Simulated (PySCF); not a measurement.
# Electronic structure of B (boron, neutral) at the UHF level

Configuration: [He] 2s1 2p1 3s1, high-spin 4P determinant (an excited configuration). All numbers are calculated (PySCF 2.14, the spin-free X2C one-electron Hamiltonian (Gaussian nucleus), in aug-cc-pCVTZ-DK (7s6p4d2f, 59 functions)).

```
Total energy                                                  : -24.242070 hartree
One-electron energy                                           : -31.0866 hartree
Hartree (Coulomb) energy                                      : 10.5446 hartree
Exchange energy                                               : -3.7000 hartree
⟨S²⟩                                                          : 3.7500
⟨L²⟩                                                          : 2.028
Sum of ⟨r⟩                                                    : 10.05 bohr
Sum of ⟨r²⟩                                                   : 45.30 bohr²
Traceless quadrupole moment −½Σ⟨3z² − r²⟩ along its main axis : -0.578 e·bohr²
Langevin diamagnetic susceptibility                           : -35.9 ×10⁻⁶ cm³/mol
```

```tsv
shell	electrons	mean orbital energy (hartree)	rms radius, mean of both spins (bohr)
1s α	1	-7.99810	0.379
1s β	1	-7.92084	0.379
2s α	1	-0.79851	1.91
2p α	1	-0.56566	2.01
3s α	1	-0.11444	6.11
```

The outer electron is Rydberg-like, and this basis confines it to a smaller radius and binds it less than a complete one would.

Spin-orbit constants ζ (cm⁻¹) from the X2C one-electron operator on these orbitals: bare nucleus, nucleus screened by l(l+1)(2l+1)/3 electrons, and screened by the Breit-Pauli mean field of the electrons.

| shell | bare | screened nucleus | mean field |
| --- | --- | --- | --- |
| 2p | 31.93 | 19.16 | 14.38 |

To first order the Landé constant is A = 4.793 cm⁻¹, so the lowest level has J = 1/2 and lies 0.00149 eV below the centre of the term. This holds in LS coupling only.
